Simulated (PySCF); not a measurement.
Vertical excitations of a molecule C4H7BN2 from TDDFT-M06-2X/def2-SVPD (PySCF), as energy in eV (oscillator strength): 2.53 (0.000), 3.75 (0.003), 4.99 (0.000), 6.02 (0.308), 6.06 (0.000), 6.19 (0.003), 6.39 (0.016), 6.96 (0.000), 7.06 (0.003), 7.19 (0.025). Lowest triplet (TDA): 2.15 eV. Geometry: PBE0-D3(BJ)/def2-SVP. One conformer was computed; it need not be the lowest.

Task: Pick the molecule that these values belong to.
A. C#CB(N)/C=N/C
B. C=CN1C=CB1N
C. C#CB1NCCN1
D. CB1C=NCN=C1

Result: D, CB1C=NCN=C1
